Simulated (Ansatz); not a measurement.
Consider the hydrogenolysis of the Se–Al bond: `[CH3][Al]([CH3])[SeH]` + H₂ → H₂Se + `[CH3][AlH][CH3]`.

Computed with Ansatz on PBE0-D4/def2-TZVP structures; ΔE is electronic, products minus reactants. CBS: MP2 limit from def2 TZ/QZ plus the TZ coupled-cluster correction, frozen cores. This one scheme is used for every species. DFT in def2-TZVPP. For Se outer-core shells are correlated without core-valence functions, which leaves a few kJ/mol of doubt a bond. Scalar relativity is left out up to krypton. Each species was taken in one conformer, which may not be the lowest.

| level | ΔE (kJ/mol) |
| --- | --- |
| revPBE-D4 | 118.5 |
| r2SCANh-D4 | 120.6 |
| RPA@PBE/def2-TZVPP | 107.3 |
| HF/CBS(def2) | 95.2 |

(1) What does CCSD(T)/CBS give? (An estimate is asked.)

Largest T1 diagnostic among the species: 0.009.

Results:

(1) Computed: +119.4 kJ/mol. The listed levels differ from it by -0.9, 1.2, -12.1, -24.2 kJ/mol.

In def2-TZVPP, CCSD(T) changes the Hartree–Fock value by +18.1 kJ/mol (the triples alone add +4.8 kJ/mol) and MP2 by +28.6 kJ/mol. Leaving LDA and LC-ωPBE aside and taking each functional with its dispersion term where it has one, the values, not all of them listed here, spread over 22.8 kJ/mol, from B97M-V to r2SCAN-D4. At CCSD(T), def2-SVP lies −17.5 kJ/mol from the extrapolated value and def2-TZVPP −4.9 kJ/mol.
